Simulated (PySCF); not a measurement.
A structure optimised at B3LYP-D3(BJ)/def2-TZVP, used in a PySCF frequency run:

```xyz
6

Sn    -0.0018     0.2711     0.0000
O      0.1100    -1.7112     0.0000
H     -0.8366     0.7687     1.4116
H      1.6348     0.7403     0.0000
H     -0.8366     0.7687    -1.4116
H     -0.7499    -2.1431     0.0000
```

Q: Write its SMILES, formula and point group.

A: [OH][SnH3], H4OSn, Cs

Q: What are its rotational constants (standard atomic weights)?

A: 57.191, 7.6768, 7.5844 GHz
